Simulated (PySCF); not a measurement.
Se(Et)(OMe) (C₃H₈OSe), SMILES CC[Se]OC.

Geometry: TPSSh-D3(BJ)/def2-SVP. One conformer was computed; it need not be the lowest.

Computed with TDA-PBE/def2-SVPD (PySCF).

Vertical excitations. 

Computed UV-visible absorptions:
```
state  energy (eV)  λ (nm)      f                                                                  main pairs
-----  -----------  ------  -----  --------------------------------------------------------------------------
S1            3.50     354  0.000                                                              HOMO→LUMO 99 %
S2            4.70     264  0.008                                                            HOMO−1→LUMO 97 %
S3            5.03     247  0.008                                                            HOMO→LUMO+1 87 %
S4            5.15     241  0.048                                                            HOMO→LUMO+2 91 %
S5            5.62     221  0.002                                                            HOMO→LUMO+3 97 %
S6            5.84     212  0.018                                                            HOMO→LUMO+4 97 %
S7            6.13     202  0.038                                          HOMO→LUMO+5 67 %, HOMO−2→LUMO 16 %
S8            6.18     201  0.009                      HOMO−1→LUMO+1 60 %, HOMO→LUMO+5 21 %, HOMO−2→LUMO 10 %
S9            6.39     194  0.018                                                          HOMO−1→LUMO+2 87 %
S10           6.45     192  0.124  HOMO−2→LUMO 36 %, HOMO−1→LUMO+1 23 %, HOMO−3→LUMO 16 %, HOMO−1→LUMO+2 10 %
T1            2.75     450      0                                                             HOMO→LUMO 100 %
T2            4.09     303      0                                                            HOMO−1→LUMO 99 %
T3            4.50     276      0                                                            HOMO→LUMO+1 98 %
T4            5.01     248      0                                                            HOMO→LUMO+2 99 %
```
Triplets are in the Tamm–Dancoff approximation.
